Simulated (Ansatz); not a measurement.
## How methods differ on SiH3I (SMILES [H][Si]([H])([H])I)

The species is SiH3I (5 atoms), meant as a singlet with charge 0. SMILES: `[H][Si]([H])([H])I`. Geometry: relaxed at GFN2-xTB.

```xyz
5

Si   -0.0011    0.0027   -0.2523
I     0.0128   -0.0213    2.2096
H     1.3926    0.0112   -0.6615
H    -0.7063    1.2129   -0.6371
H    -0.6981   -1.2055   -0.6587
```

Each level gives the energy change with the Si1–H5 bond stretched from 1.453 to 2.906 Å (eV). The values are calculated.

```
                      level                    kind  program  value (eV)  less CCSDT/STO-3G
     HF/STO-3G (restricted)            Hartree–Fock   Ansatz        7.81              +3.29
  SVWN5/STO-3G (restricted)                     LDA   Ansatz        5.58              +1.06
    PBE/STO-3G (restricted)                     GGA   Ansatz        5.36              +0.84
 revPBE/STO-3G (restricted)                     GGA   Ansatz        5.27              +0.75
 r2SCAN/STO-3G (restricted)                meta-GGA   Ansatz        5.73              +1.21
  B3LYP/STO-3G (restricted)           global hybrid   Ansatz        5.81              +1.29
  BHLYP/STO-3G (restricted)           global hybrid   Ansatz        6.66              +2.14
wB97M-V/STO-3G (restricted)  range-separated hybrid   Ansatz        6.41              +1.89
    MP2/STO-3G (restricted)     perturbation theory   Ansatz        5.98              +1.46
  CCSDT/STO-3G (restricted)   coupled cluster or CI   Ansatz        4.52               0.00
```

Differences are taken from CCSDT/STO-3G (restricted) for orientation; it has basis-set and higher-order errors of its own. At this stretch a single reference begins to fail. All-electron rows without a relativistic Hamiltonian named are non-relativistic. The first shape isn't each level's own minimum. The values span 4.52 to 7.81 eV. All rows use very small basis sets, so none should be taken for the real molecule's value. In the correlated wave-function rows the outer d shell of I is correlated, in sets not made for it.
